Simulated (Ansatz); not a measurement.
Geometry optimisation, RKS PBE-D4/STO-3G in Ansatz.

Input file:

```yaml
crystal:
  periodic: [false, false, false]
  atoms:
    - { symbol: O, position_ang: [-2.0601, 0.3264, 0.3673] }
    - { symbol: Si, position_ang: [-0.4349, 0.6321, 0.6066] }
    - { symbol: C, position_ang: [0.511, 0.2808, -0.8729] }
    - { symbol: B, position_ang: [1.2524, -1.0698, -0.2305] }
    - { symbol: "N", position_ang: [0.3853, -0.8564, 1.0779] }
    - { symbol: H, position_ang: [-2.4122, 1.1839, -0.1494] }
    - { symbol: H, position_ang: [-0.0223, 1.8165, 1.4017] }
    - { symbol: H, position_ang: [-0.0493, 0.0831, -1.7526] }
    - { symbol: H, position_ang: [1.3254, 1.0647, -1.0059] }
    - { symbol: H, position_ang: [1.9167, -1.914, -0.5975] }
    - { symbol: H, position_ang: [-0.3465, -1.6043, 1.1759] }
basis:
  gaussian: { orbitals: STO-3G }
hamiltonian:
  xc: pbe
  dispersion: d4
relax:
  f_tol: 0.02
  max_steps: 40
scf:
  lower_state_search: "off"
```

Command:

```bash
$ ansatz run input.yaml --threads 1 --pin off --max-ram 2048MiB --backend cpu --events-out ev --progress --plain --runs-dir out
```

Where does it end, and by what steps?

The forces met the threshold. Limits of this set-up: minimal basis. After 13 steps the energy has fallen by 2.438 eV; H6 moved furthest, 0.89 Å.

```json
{"step": "0", "energy less start (eV)": "0.0000", "largest force component (eV/Å)": "5.682", "accepted": "yes"}
{"step": "1", "energy less start (eV)": "-1.4509", "largest force component (eV/Å)": "2.687", "accepted": "yes"}
{"step": "2", "energy less start (eV)": "-1.9084", "largest force component (eV/Å)": "1.641", "accepted": "yes"}
{"step": "3", "energy less start (eV)": "-2.2147", "largest force component (eV/Å)": "0.939", "accepted": "yes"}
{"step": "4", "energy less start (eV)": "-2.3261", "largest force component (eV/Å)": "0.681", "accepted": "yes"}
{"step": "5", "energy less start (eV)": "-2.3742", "largest force component (eV/Å)": "0.377", "accepted": "yes"}
{"step": "6", "energy less start (eV)": "-2.4031", "largest force component (eV/Å)": "0.261", "accepted": "yes"}
{"step": "7", "energy less start (eV)": "-2.4139", "largest force component (eV/Å)": "0.380", "accepted": "yes"}
{"step": "8", "energy less start (eV)": "-2.4261", "largest force component (eV/Å)": "0.291", "accepted": "yes"}
{"step": "9", "energy less start (eV)": "-2.3735", "largest force component (eV/Å)": "0.673", "accepted": "no"}
{"step": "10", "energy less start (eV)": "-2.4337", "largest force component (eV/Å)": "0.178", "accepted": "yes"}
{"step": "11", "energy less start (eV)": "-2.4355", "largest force component (eV/Å)": "0.275", "accepted": "yes"}
{"step": "12", "energy less start (eV)": "-2.4375", "largest force component (eV/Å)": "0.035", "accepted": "yes"}
{"step": "13", "energy less start (eV)": "-2.4379", "largest force component (eV/Å)": "0.015", "accepted": "yes"}
```

```xyz
11
Properties=species:S:1:pos:R:3
O -2.164 0.617 -0.088
Si -0.505 0.638 0.353
C 0.729 0.302 -1.030
B 1.058 -1.053 -0.216
N 0.151 -0.959 0.849
H -2.626 1.087 0.708
H -0.245 1.665 1.372
H 0.278 0.153 -2.027
H 1.556 1.025 -1.135
H 1.844 -1.909 -0.410
H -0.009 -1.622 1.648
```

Whether the end is a true minimum wasn't checked by a vibrational analysis.

Time of the run: 36 s on 1 thread of Arm Neoverse V2, on a shared host, peak memory 0.16 GiB.
